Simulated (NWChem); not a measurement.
PH, triplet; SMILES [PH]

```xyz
2

P      0.0000     0.0000    -0.1066
H      0.0000     0.0000     1.3306
```
Atoms are numbered in this order, from 1.

All runs: NWChem. Pople sets run with spherical d functions. Spin-unrestricted. Geometry: optimised at PBE0/def2-SVP, spin-unrestricted. No stability test was run on the SCF state. Solvent water, SMD (1 M gas to 1 M solution), gas-phase geometry. Reactions with the solvent are ignored.

**Question.** Predict the results for PBE0/6-311++G**. Quantities: solvation free energy (kcal/mol); cavity-dispersion-structure term (kcal/mol); dipole in solution (D).

**Answer.** The solvation free energy (kcal/mol) is 0.2 and the cavity-dispersion-structure term (kcal/mol) is 0.7. The dipole in solution (D) is 0.96.
